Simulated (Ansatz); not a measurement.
Cost and result up the ladder for PbSe2 (the lowest singlet isomer of a short search) (3 atoms). Charge 0, multiplicity 1. Geometry: r2SCAN-D4/def2-TZVP.

```xyz
3

Pb    0.851   -0.027   -1.291
Se   -1.066   -0.943    0.243
Se    0.214    0.970    1.048
```

Ansatz on 4 threads of AMD EPYC 7B13 on a shared host. Times are rough, and most runs start from the orbitals of an earlier one. ωB97M-V/def2-TZVP serves as the yardstick here, not as an exact answer. Differences are given only for rows in sets of like size (and for xTB, whose basis is part of the method), since another set adds its own error. Binding counts from free atoms at the same level (Pb triplet, Se triplet; other spins of the atoms weren't run), without zero-point energy or a counterpoise term.

In the def2 sets Pb takes a core potential; there is no spin–orbit coupling. Correlated methods freeze 22 core orbitals; core or outer-core shells of Pb, Se are correlated, in sets that lack core-valence functions. The structure comes from a short search, and lower isomers may exist.

Correlated methods converge slowly with the basis.

```tsv
level	functions	binding energy per atom (eV)	difference from ωB97M-V/def2-TZVP (eV)
r2SCANh-D4/def2-TZVP	146	2.32	0.10
PBE0-D4/def2-TZVP	146	2.36	0.14
MP2/def2-TZVP	146	2.33	0.11
r2SCAN-D4/def2-TZVPD	170	2.38	0.16
PBE-D4/def2-SVP	90	2.49	–
r2SCAN-D4/def2-TZVP (with forces)	146	2.38	0.16
PBE0-D4/def2-TZVPD	170	2.36	0.14
PBE-D4/def2-TZVPD	170	2.54	0.32
ωB97M-V/def2-TZVP	146	2.22	0.00
CCSD(T)/def2-TZVPP	146	2.20	-0.02
B2PLYP/def2-TZVP	146	2.28	0.06
revPBE-D4/def2-TZVP	146	2.39	0.17
RPA@PBE/def2-TZVP	146	2.01	-0.21
PBE-D4/def2-TZVP	146	2.53	0.32
```

Estimate how long each takes.

PBE-D4/def2-SVP 0.55 s; revPBE-D4/def2-TZVP 1.1 s; PBE-D4/def2-TZVP 1.1 s; PBE-D4/def2-TZVPD 1.5 s; PBE0-D4/def2-TZVP 1.9 s; MP2/def2-TZVP 2 s; r2SCAN-D4/def2-TZVP (with forces) 2.5 s; PBE0-D4/def2-TZVPD 2.5 s; RPA@PBE/def2-TZVP 2.6 s; r2SCAN-D4/def2-TZVPD 2.8 s; r2SCANh-D4/def2-TZVP 2.8 s; B2PLYP/def2-TZVP 3.3 s; ωB97M-V/def2-TZVP 4.6 s; CCSD(T)/def2-TZVPP 11 s. On shared hardware such times vary by a factor of up to 3.
